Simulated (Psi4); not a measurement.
boroxine (H3B3O3), singlet, geometry from GFN2-xTB. Base run: SVWN/STO-3G in Psi4.

Geometry (Å):
```xyz
9

B     -0.6264     1.1830     0.2460
O     -1.3395     0.0249     0.2297
B     -0.7148    -1.1581    -0.0160
O      0.6256    -1.1815    -0.2457
B      1.3412    -0.0249    -0.2300
O      0.7139     1.1566     0.0160
H     -1.1649     2.1999     0.4575
H     -1.3292    -2.1536    -0.0298
H      2.4941    -0.0463    -0.4277
```
Charge 0, spin multiplicity 1.
All else is at Psi4's defaults (density fitting; Cartesian or spherical functions as each basis is defined).

The base run was repeated with changes; each row names its change, and settings that it needs were set with it.

```tsv
change	basis functions	E (Eh)	core-seconds (rough)
base	33	-296.66294	2
basis = 6-31G	60	-300.56622	4
basis = def2-SV(P)	90	-300.46309	4
basis = 6-31G*	96	-300.68563	4
basis = cc-pVDZ	99	-300.68973	5
basis = pcseg-1	99	-300.62877	4
basis = def2-SVP	99	-300.46821	5
basis = 6-311G**	126	-300.76668	5
basis = def2-SVPD	153	-300.48618	9
basis = 6-311+G(2d,p)	180	-300.78582	8
basis = def2-TZVP	204	-300.81270	10
basis = cc-pVTZ	222	-300.80668	10
basis = def2-TZVPD	258	-300.81372	20
```

Totals compare only among sets that treat the same electrons; sets with core potentials leave the core out.
